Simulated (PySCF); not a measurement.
# Structure elucidation problem

An unknown has the formula C₁₀H₁₀. Its calculated NMR data are:

¹H NMR (500 MHz, computed): δ 6.40 (m, 1H), 6.39 (m, 1H), 6.34 (m, 1H), 6.30 (m, 1H), 6.19 (m, 1H), 6.01 (d, 1H), 5.98 (d, 1H), 5.62 (br s, 1H), 5.27 (m, 1H), 5.10 (br s, 1H).

¹³C{¹H} NMR (computed): δ 147.1 (CH), 147.0 (C), 143.8 (C), 138.4 (CH), 138.1 (CH), 137.7 (CH), 135.6 (CH), 135.5 (CH), 125.9 (CH2), 121.8 (CH2).

- coordinates at the PBE0-D3(BJ)/def2-SVP level
- σ from GIAO-PBE0/pcSseg-1
- code: PySCF
- isolated molecule, non-relativistic Hamiltonian, single conformer

δ = σ(ref) − σ, references computed at the same level: TMS for ¹H (σref 31.27) and ¹³C (σref 184.41).

Question: Deduce the structure.

Answer: 
1. Rings plus π bonds: 6 (1 ring in the answer).
2. 10 carbon signals for 10 carbons: no two carbons are equivalent.
3. Carbon types of the structure: 2 × C, 6 × CH, 2 × CH2, which accounts for all hydrogens.
4. δC 147.1, 138.4, 138.1, 137.7, 135.6, 135.5: alkene CH; as expected for a trigonal carbon in a double bond.
5. δC 147.0, 143.8: fully substituted alkene carbon; an sp2 carbon of a C=C bond.
6. δC 125.9, 121.8: terminal =CH2 carbon; as expected for a trigonal carbon in a double bond.
7. δH 6.40, 6.34, 6.30, 6.19, 6.01, 5.98: hydrogen on an alkene CH; olefinic region.
8. δH 6.39, 5.62, 5.27, 5.10: hydrogen on a terminal =CH2 carbon; olefinic region.

The compound is `InChI=1S/C10H10/c1-3-10-8-6-4-5-7-9(10)2/h3-8H,1-2H2`.

The data come from this structure; uniqueness wasn't tested.

Shifts are as computed. Against solution values, carbons near 30 ppm lie about +2 ppm off and those near 130 ppm about +5 ppm. Of 1211 compounds with measured shifts, 218 miss one by over three times the rms of a fit or turn the order of signals round; such compounds aren't used in these exercises. Multiplicities follow the n + 1 count of equivalent neighbours, as no J values were calculated; m marks all less simple cases, F and P coupling included.
